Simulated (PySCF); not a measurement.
C₂H₇AlS, SMILES [CH3][AlH][S]C, singlet at its CAM-B3LYP/def2-SVP optimised geometry (Å):

```
11

Al     0.4659     0.2981     0.0000
H     -0.4264     1.6063     0.0000
C      2.4112     0.2981     0.0000
H      2.8029     0.8301     0.8830
H      2.8028     0.8291    -0.8836
H      2.8401    -0.7152     0.0005
S     -0.5852    -1.6063    -0.0019
C     -2.3556    -1.1403     0.0023
H     -2.4962    -0.0515    -0.0098
H     -2.8318    -1.5511     0.9019
H     -2.8401    -1.5718    -0.8830
```

Calculation: PySCF 2.14.0 with CAM-B3LYP/def2-TZVP. Cells within 0.4 Å of a nucleus heavier than hydrogen are left out (blank, or x).

Map of the deformation density (molecule minus spherical neutral atoms) (e/bohr³) on the plane z = 0.0 Å:

```
|111111111111111111111111111|
|111111111111111111111111111|
|111111111111111111111111111|
|111111111111111111111111111|
|111111111111111111111111111|
|111111111111111111111111111|
|111111111111111111111111111|
|111111111111111111111111111|
|111111111111221111000111111|
|111111111112852100000011111|
|111111111113542001101101111|
|111110000111220013212101111|
|11110000000000xx357xx000111|
|11110145100011x0245x6201111|
|111101792001221012249411111|
|1110003x2111442001126200111|
|111000xx3410331000000001111|
|11100132242xx00000100001111|
|11110110010xx00001111111111|
|111100000002311111111111111|
|111111000011111111111111111|
|111111111111111111111111111|
|111111111111111111111111111|
|111111111111111111111111111|
|111111111111111111111111111|
|111111111111111111111111111|
|111111111111111111111111111|
```
Scale: ten equal steps from -0.014 (start of '0') to 0.095 (end of '9'), in the order '0123456789'; x runs from -5.00 to 5.00, y from -5.00 (bottom) to 5.00 (top).
